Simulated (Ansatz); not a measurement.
Reaction (formal exchange of groups at the Si–C bond): `[SiH3]CSCS` + `OBOCF` → `OB([SiH3])OCF` + `CSCS`

Gas-phase electronic energies from Ansatz, PBE0-D4/def2-TZVP geometries. CCSD(T)/CBS adds triple-zeta CCSD(T) − MP2 to the extrapolated MP2 energy (def2 sets, frozen cores). Functionals use def2-TZVPP. B3LYP here is the variant with VWN-RPA as its local correlation; programs differ in this. Each species was taken in one conformer, which may not be the lowest.

Task: Is it downhill or uphill in electronic energy at CCSD(T)/CBS, and by how much? (An estimate is asked.)

Result: Computed: Uphill: ΔE = +18.6 kJ/mol.

Task: What do these levels give: PBE-D4, r2SCAN-D4, B3LYP-D4, ωB97M-V, PBE, r2SCAN, PBE0, MP2/def2-TZVPP, HF/def2-QZVPP, MP2/def2-QZVPP, SCS-MP2/def2-QZVPP, HF/CBS(def2)? (Best estimate.)

Result: Ansatz gave: PBE-D4 7.8, r2SCAN-D4 11.9, B3LYP-D4 14.9, ωB97M-V 19.4, PBE 6.6, r2SCAN 11.4, PBE0 11.0, MP2/def2-TZVPP 24.9, HF/def2-QZVPP 23.5, MP2/def2-QZVPP 25.9, SCS-MP2/def2-QZVPP 25.0, HF/CBS(def2) 23.6 kJ/mol.

Largest T1 diagnostic among the species: 0.013.

From PBE to PBE0 (25 % exact exchange), in def2-TZVPP and without D4, ΔE moves by +4.4 kJ/mol.
